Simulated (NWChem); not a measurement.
## HClSi in NWChem

```xyz
3

Si    -0.7507    -0.8137     0.0000
H      0.3276    -1.9106     0.0000
Cl     0.5989     0.7825     0.0000
```
Charge 0, spin multiplicity 1.

The numbers come from NWChem runs, not from measurements. Structure: optimised with PBE0/def2-SVP, a minimum by its harmonic frequencies.

Symmetry labels belong to the abelian group Cs used in the runs, with the axes of the coordinates shown.

The structure started from a generated list of species.

Question: List the lowest 4 singlet excitations that TD-PBE/def2-SVPD gives, with oscillator strengths.

Answer: 
```tsv
state	symmetry	energy (eV)	wavelength (nm)	f
1	a"	2.52	491	0.010
2	a"	4.68	265	0.009
3	a'	5.22	238	0.013
4	a'	5.58	222	0.113
```
